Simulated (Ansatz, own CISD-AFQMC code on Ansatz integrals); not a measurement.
CH3NS, SMILES `NC=S` (charge 0, multiplicity 1).

Z-matrix (Å, degrees):
```
C
N 1 1.3343
H 2 1.0050 1 121.63
H 2 1.0074 3 119.18 1 -179.99
H 1 1.0922 2 112.68 3 0.01
S 1 1.6300 5 121.30 2 -180.00
```
Charge 0, spin multiplicity 1.

Frozen-core energies in cc-pVDZ from Ansatz (an electronic-structure program) at a geometry from PBE0-D3(BJ)/def2-TZVP; the HF reference has <S^2> = 0.00 and the T1 diagnostic is 0.018.

| level | energy (Ha) |
|---|---|
| HF | -491.59639 |
| MP2 | -492.02799 |
| CCSD | -492.05594 |
| CCSD(T) | -492.07224 |

Task: Estimate the energies of CCSDT, phaseless AFQMC, CISD trial (own CISD-AFQMC code on Ansatz integrals; ±0.39 mHa) and CCSDT(Q), and give each level's difference from CCSDT(Q).

Result: 
```csv
level,energy (Ha),difference from CCSDT(Q) (mHa)
MP2,-492.02799,46.40
CCSD,-492.05594,18.45
CCSD(T),-492.07224,2.15
CCSDT,-492.07302,1.38
"phaseless AFQMC, CISD trial (own CISD-AFQMC code on Ansatz integrals; ±0.39 mHa)",-492.07379,0.61
CCSDT(Q),-492.07440,0.00
```
